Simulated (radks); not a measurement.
The numbers below are computed, except where a source is named.
All-electron atom: the promethium ion Pm+ in [Xe] 4f5 6s0.75 6p0.25 (fractional occupations, a model configuration). Level of theory: Dirac Kohn-Sham, LDA (Slater exchange, Perdew-Wang correlation), spin-unpolarised, spherical densities, point nucleus; open shells fill j = l - 1/2 first (a radial shooting solver on a logarithmic mesh with Libxc functionals).

Normalised radial functions P(r) = r R(r) (large component), r in bohr:

r	5p3/2	6p3/2
0.0009677	0.0005	0.0002
0.001322	0.0009	0.0003
0.001806	0.0016	0.0005
0.002467	0.0029	0.0009
0.003371	0.0052	0.0016
0.004605	0.0091	0.0029
0.006342	0.0161	0.0051
0.008664	0.0276	0.0088
0.01184	0.0459	0.0146
0.01617	0.0735	0.0234
0.02209	0.1116	0.0355
0.03042	0.1581	0.0503
0.04156	0.1972	0.0627
0.05678	0.2022	0.0643
0.07757	0.1357	0.0430
0.106	-0.0206	-0.0067
0.1448	-0.2142	-0.0683
0.1994	-0.2959	-0.0938
0.2724	-0.1124	-0.0345
0.3721	0.2563	0.0829
0.5084	0.4492	0.1407
0.6945	0.1678	0.0433
0.9488	-0.4180	-0.1444
1.307	-0.8398	-0.2432
1.785	-0.8115	-0.1295
2.439	-0.4990	0.1440
3.332	-0.1978	0.4133
4.551	-0.0471	0.5139
6.218	-0.0058	0.3911
8.563	-0.0003	0.1718
11.7	0.0000	0.0408
15.98	0.0000	0.0045

5p3/2: eigenvalue -28.083 eV, 3 radial nodes at r = 0.102, 0.301, 0.764 bohr, <r> = 1.72 bohr, 90 % of the charge inside 2.53 bohr. 6p3/2 (empty): eigenvalue -5.463 eV, 4 radial nodes at r = 0.102, 0.300, 0.749, 2.10 bohr, <r> = 5.02 bohr, 90 % of the charge inside 7.26 bohr.
